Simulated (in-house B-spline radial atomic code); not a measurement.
V⁸⁺. Computed with a B-spline radial atomic code. Model: all-electron spherical atom, spin shells full or empty, radial basis limit, no spin-orbit coupling: exact exchange with a local potential (Slater, KLI or optimised effective potential, whose far tail is KLI's), no correlation.

Exchange potential has not reached -1/r at the last radius.

The run also made RPA and GW results, which its time includes.

The Slater potential averages the orbital exchange potentials with the orbital densities as weights, KLI adds orbital constants, and the optimised effective potential minimises the exact-exchange energy among local potentials. So their energies lie above Hartree-Fock in the order OEP, KLI, Slater. All fall off as −1/r, unlike LDA and GGA exchange.

Command:
```bash
python run_gw.py task.json out
```
Settings (lengths in bohr, energies in hartree):
```
Z                      23
electrons              15
configuration          [Ne] 3s2 3p3
hamiltonian            nr
method                 slater
lmax                   9
spin_polarised         True
box_radius             7.7
intervals              66
```

Time taken, with all properties: 3.9 s on 1 thread of Arm Neoverse N1, with other jobs on the host.

Given: hamiltonian non-relativistic; mean-field start Slater potential.

Computed: energy above Hartree-Fock 94.581 millihartree; virial ratio -E/T less 1 -0.014047.

```json
{"radius (bohr)": "0.00217", "r times exchange potential up (hartree bohr)": "-0.05094", "r times exchange potential down (hartree bohr)": "-0.050947"}
{"radius (bohr)": "0.00263", "r times exchange potential up (hartree bohr)": "-0.061692", "r times exchange potential down (hartree bohr)": "-0.0617"}
{"radius (bohr)": "0.00317", "r times exchange potential up (hartree bohr)": "-0.074281", "r times exchange potential down (hartree bohr)": "-0.07429"}
{"radius (bohr)": "0.00383", "r times exchange potential up (hartree bohr)": "-0.089616", "r times exchange potential down (hartree bohr)": "-0.089628"}
{"radius (bohr)": "0.00463", "r times exchange potential up (hartree bohr)": "-0.10811", "r times exchange potential down (hartree bohr)": "-0.10812"}
{"radius (bohr)": "0.00559", "r times exchange potential up (hartree bohr)": "-0.13013", "r times exchange potential down (hartree bohr)": "-0.13015"}
{"radius (bohr)": "0.00675", "r times exchange potential up (hartree bohr)": "-0.15647", "r times exchange potential down (hartree bohr)": "-0.15648"}
{"radius (bohr)": "0.00815", "r times exchange potential up (hartree bohr)": "-0.1878", "r times exchange potential down (hartree bohr)": "-0.18782"}
{"radius (bohr)": "0.00984", "r times exchange potential up (hartree bohr)": "?", "r times exchange potential down (hartree bohr)": "?"}
{"radius (bohr)": "0.0119", "r times exchange potential up (hartree bohr)": "-0.26886", "r times exchange potential down (hartree bohr)": "-0.26887"}
{"radius (bohr)": "0.0144", "r times exchange potential up (hartree bohr)": "-0.32022", "r times exchange potential down (hartree bohr)": "-0.32023"}
{"radius (bohr)": "0.0173", "r times exchange potential up (hartree bohr)": "-0.37686", "r times exchange potential down (hartree bohr)": "-0.37684"}
{"radius (bohr)": "0.0209", "r times exchange potential up (hartree bohr)": "-0.44252", "r times exchange potential down (hartree bohr)": "-0.44248"}
{"radius (bohr)": "0.0253", "r times exchange potential up (hartree bohr)": "-0.51564", "r times exchange potential down (hartree bohr)": "-0.51556"}
{"radius (bohr)": "0.0306", "r times exchange potential up (hartree bohr)": "-0.59337", "r times exchange potential down (hartree bohr)": "-0.59324"}
{"radius (bohr)": "0.0369", "r times exchange potential up (hartree bohr)": "-0.67162", "r times exchange potential down (hartree bohr)": "-0.67146"}
{"radius (bohr)": "0.0446", "r times exchange potential up (hartree bohr)": "-0.74795", "r times exchange potential down (hartree bohr)": "-0.74784"}
{"radius (bohr)": "0.0538", "r times exchange potential up (hartree bohr)": "-0.81417", "r times exchange potential down (hartree bohr)": "-0.81428"}
{"radius (bohr)": "0.065", "r times exchange potential up (hartree bohr)": "-0.86307", "r times exchange potential down (hartree bohr)": "-0.86349"}
{"radius (bohr)": "0.0785", "r times exchange potential up (hartree bohr)": "-0.88559", "r times exchange potential down (hartree bohr)": "-0.88529"}
{"radius (bohr)": "0.0948", "r times exchange potential up (hartree bohr)": "-0.88443", "r times exchange potential down (hartree bohr)": "-0.87906"}
{"radius (bohr)": "0.115", "r times exchange potential up (hartree bohr)": "?", "r times exchange potential down (hartree bohr)": "?"}
{"radius (bohr)": "0.138", "r times exchange potential up (hartree bohr)": "-0.9471", "r times exchange potential down (hartree bohr)": "-0.91926"}
{"radius (bohr)": "0.167", "r times exchange potential up (hartree bohr)": "-1.061", "r times exchange potential down (hartree bohr)": "-1.0283"}
{"radius (bohr)": "0.202", "r times exchange potential up (hartree bohr)": "-1.1984", "r times exchange potential down (hartree bohr)": "-1.1667"}
{"radius (bohr)": "0.244", "r times exchange potential up (hartree bohr)": "-1.3209", "r times exchange potential down (hartree bohr)": "-1.2944"}
{"radius (bohr)": "0.294", "r times exchange potential up (hartree bohr)": "-1.3983", "r times exchange potential down (hartree bohr)": "-1.3822"}
{"radius (bohr)": "0.355", "r times exchange potential up (hartree bohr)": "-1.4036", "r times exchange potential down (hartree bohr)": "-1.4143"}
{"radius (bohr)": "0.429", "r times exchange potential up (hartree bohr)": "-1.2949", "r times exchange potential down (hartree bohr)": "-1.3681"}
{"radius (bohr)": "0.519", "r times exchange potential up (hartree bohr)": "-1.1595", "r times exchange potential down (hartree bohr)": "-1.1958"}
{"radius (bohr)": "0.626", "r times exchange potential up (hartree bohr)": "-1.2126", "r times exchange potential down (hartree bohr)": "-0.97547"}
{"radius (bohr)": "0.756", "r times exchange potential up (hartree bohr)": "-1.3527", "r times exchange potential down (hartree bohr)": "-0.9111"}
{"radius (bohr)": "0.914", "r times exchange potential up (hartree bohr)": "-1.4511", "r times exchange potential down (hartree bohr)": "-0.9426"}
{"radius (bohr)": "1.1", "r times exchange potential up (hartree bohr)": "-1.4686", "r times exchange potential down (hartree bohr)": "-0.97595"}
{"radius (bohr)": "1.33", "r times exchange potential up (hartree bohr)": "-1.4209", "r times exchange potential down (hartree bohr)": "-0.99319"}
{"radius (bohr)": "1.61", "r times exchange potential up (hartree bohr)": "-1.3432", "r times exchange potential down (hartree bohr)": "-0.99876"}
{"radius (bohr)": "1.94", "r times exchange potential up (hartree bohr)": "-1.2675", "r times exchange potential down (hartree bohr)": "-0.99987"}
```

Q: What belongs in the row 0.00984?

A: r times exchange potential up (hartree bohr): -0.22489; r times exchange potential down (hartree bohr): -0.22491.

Q: What belongs in the row 0.115?

A: r times exchange potential up (hartree bohr): -0.89136; r times exchange potential down (hartree bohr): -0.87433.

| occupied | level (hartree) | Hartree-Fock level (hartree) |
| --- | --- | --- |
| 1s up | -206.3 | -208.1 |
| 1s down | -206.26 | -207.98 |
| 2s up | -29.799 | -30.286 |
| 2s down | -29.75 | -30.193 |
| 2p up | ? | ? |
| 2p down | ? | ? |
| 3s up | -8.6597 | -8.7642 |
| 3s down | -8.2455 | -8.0626 |
| 3p up | -7.6819 | -7.5005 |

Q: What belongs in the row 2p up?

A: level (hartree): -26.496; Hartree-Fock level (hartree): -26.48.

Q: What belongs in the row 2p down?

A: level (hartree): -26.419; Hartree-Fock level (hartree): -26.305.

```
  empty  level (hartree)
3p down          -7.2829
  3d up          -6.1571
3d down          -5.8309
  4s up          -4.0113
4s down                ?
  4p up                ?
4p down          -3.4907
  4d up          -3.1417
4d down          -2.9984
  4f up          -2.7923
4f down           -2.582
```

Q: What belongs in the row 4s down?

A: level (hartree): -3.8268.

Q: What belongs in the row 4p up?

A: level (hartree): -3.661.

The highest level, 3p up, differs from Hartree-Fock by -4.9 eV and the deepest, 1s up, by +49 eV: the Slater potential lacks the response part and is deeper than the optimised one throughout, so the top level comes too deep.
